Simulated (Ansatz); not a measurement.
Mg₄⁺, relaxed as a doublet with UKS PBE0/def2-TZVP in Ansatz, starting from the GFN1-xTB geometry. Force threshold 0.02 eV/Å.

The relaxation made no stability test and no search for a lower SCF solution. The structure comes from a short search, and lower isomers may exist.

Start:

```xyz
4

Mg    1.391    0.710    1.198
Mg    0.575    0.999   -1.550
Mg   -1.906    0.045   -0.460
Mg   -0.060   -1.754    0.812
```

Q: Estimate the energy that the relaxation releases and the steps that it takes.

A: 0.12 eV, in 5 steps; 10 s on 4 threads of Arm Neoverse V1 on a shared host. No frequencies were taken in this run, so the end may be a saddle point.

Q: Does the start keep its bonding and symmetry?

A: By distances, no bond broke or formed. The bond that changes most is Mg3–Mg4, from 2.87 to 3.02 Å (atoms count from 1). Point group C2v at the start, D2d at the end, both within 0.05 Å.

Q: Predict the relaxed structure.

A: 
```csv
atom,x (Å),y (Å),z (Å)
Mg1,1.253,0.824,1.299
Mg2,0.661,0.856,-1.664
Mg3,-1.952,0.186,-0.311
Mg4,0.038,-1.866,0.676
```
Bond lengths (bridged metal pairs left out): 4 × Mg–Mg 3.02 Å.
